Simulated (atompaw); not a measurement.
**An all-electron radial function and its pseudo partner (B)**

Columns: radius, all-electron u(r) and pseudo u(r) of the 2p shell (level -3.56 eV) of boron in the configuration [He] 2s2 2p1; PBEsol, scalar-relativistic, PAW (atompaw) scheme, atompaw 4.2.0.5.

```json
{"r (bohr)": "0.115", "all-electron": "0.0345", "pseudo": "0.0049"}
{"r (bohr)": "0.231", "all-electron": "0.1079", "pseudo": "0.0198"}
{"r (bohr)": "0.346", "all-electron": "0.1920", "pseudo": "0.0436"}
{"r (bohr)": "0.462", "all-electron": "0.2753", "pseudo": "0.0761"}
{"r (bohr)": "0.577", "all-electron": "0.3505", "pseudo": "0.1153"}
{"r (bohr)": "0.692", "all-electron": "0.4162", "pseudo": "0.1600"}
{"r (bohr)": "0.808", "all-electron": "0.4725", "pseudo": "0.2092"}
{"r (bohr)": "0.923", "all-electron": "0.5191", "pseudo": "0.2601"}
{"r (bohr)": "1.038", "all-electron": "0.5564", "pseudo": "0.3113"}
{"r (bohr)": "1.154", "all-electron": "0.5849", "pseudo": "0.3616"}
{"r (bohr)": "1.269", "all-electron": "0.6050", "pseudo": "0.4084"}
{"r (bohr)": "1.385", "all-electron": "0.6180", "pseudo": "0.4510"}
{"r (bohr)": "1.500", "all-electron": "0.6246", "pseudo": "0.4877"}
{"r (bohr)": "1.615", "all-electron": "0.6259", "pseudo": "0.5177"}
{"r (bohr)": "1.731", "all-electron": "0.6226", "pseudo": "0.5409"}
{"r (bohr)": "1.846", "all-electron": "0.6155", "pseudo": "0.5565"}
{"r (bohr)": "1.962", "all-electron": "0.6053", "pseudo": "0.5651"}
{"r (bohr)": "2.077", "all-electron": "0.5927", "pseudo": "0.5669"}
{"r (bohr)": "2.192", "all-electron": "0.5781", "pseudo": "0.5628"}
{"r (bohr)": "2.308", "all-electron": "0.5618", "pseudo": "0.5537"}
{"r (bohr)": "2.423", "all-electron": "0.5445", "pseudo": "0.5407"}
{"r (bohr)": "2.538", "all-electron": "0.5263", "pseudo": "0.5249"}
{"r (bohr)": "2.654", "all-electron": "0.5074", "pseudo": "0.5070"}
{"r (bohr)": "2.769", "all-electron": "0.4883", "pseudo": "0.4882"}
{"r (bohr)": "2.885", "all-electron": "0.4689", "pseudo": "0.4689"}
{"r (bohr)": "3.000", "all-electron": "0.4497", "pseudo": "0.4497"}
```

(1) How many radial nodes do the two functions have?

(2) Where does each function peak?

(3) Is the pseudo-wave norm-conserving?

Results:

(1) The all-electron 2p function has n − l − 1 = 0; the pseudo-wave has 0.

(2) Outermost all-electron maximum near 1.61 bohr, pseudo maximum near 2.08 bohr (to the table’s step).

(3) No, it belongs to a PAW set: the norm inside the radius is not constrained, and the difference is carried by the augmentation charge.
